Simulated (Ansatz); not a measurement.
Geometry optimisation, RKS PBE0/def2-SVP in Ansatz.

Input file:

```yaml
crystal:
  periodic: [false, false, false]
  atoms:
    - { symbol: Ge, position_ang: [0.0, 0.0, 0.0] }
    - { symbol: H, position_ang: [0.0, 0.0, 1.55] }
    - { symbol: O, position_ang: [1.6691, 0.0, -0.5894] }
    - { symbol: H, position_ang: [1.9855, -0.9521, -0.7061] }
    - { symbol: O, position_ang: [-0.8337, 1.4443, -0.5894] }
    - { symbol: H, position_ang: [-1.7915, 1.2136, -0.8118] }
    - { symbol: F, position_ang: [-0.7913, -1.3709, -0.5594] }
basis:
  gaussian: { orbitals: def2-SVP }
hamiltonian:
  xc: pbe0
relax:
  f_tol: 0.02
  max_steps: 40
```

Launched with:

```bash
$ ansatz run input.yaml --threads 1 --pin off --max-ram 2048MiB --backend cpu --events-out ev --progress --plain --runs-dir out
```

Where does it end, and by what steps?

The forces met the threshold. The force dipped under the threshold on the way, but the program's further checks kept it going. After 18 steps the energy has fallen by 0.297 eV; H6 moved furthest, 0.90 Å.

```csv
step,energy less start (eV),largest force component (eV/Å),accepted
0,0.0000,2.055,yes
1,-0.1701,1.072,yes
2,-0.1970,0.228,yes
3,-0.1968,0.576,no
4,-0.2005,0.040,yes
5,-0.2065,0.336,yes
6,-0.2353,0.251,yes
7,-0.2613,0.141,yes
8,-0.2640,0.131,yes
9,-0.2751,0.359,yes
10,-0.2917,0.214,yes
11,-0.2937,0.178,yes
12,-0.2949,0.220,yes
13,-0.2952,0.071,yes
14,-0.2965,0.016,yes
15,-0.2967,0.116,yes
16,-0.2968,0.038,yes
17,-0.2968,0.050,no
18,-0.2969,0.003,yes
```

```xyz
7
Properties=species:S:1:pos:R:3
Ge -0.077 -0.049 0.189
H 0.006 -0.029 1.708
O 1.451 0.087 -0.674
H 1.762 -0.765 -1.001
O -1.132 1.244 -0.333
H -1.055 1.432 -1.276
F -0.717 -1.585 -0.318
```

Whether the end is a true minimum wasn't checked by a vibrational analysis.

Run time: 32 s on 1 thread of AMD EPYC 9R45 96-Core Processor (Zen 5) (shared host), peak memory 0.2 GiB.
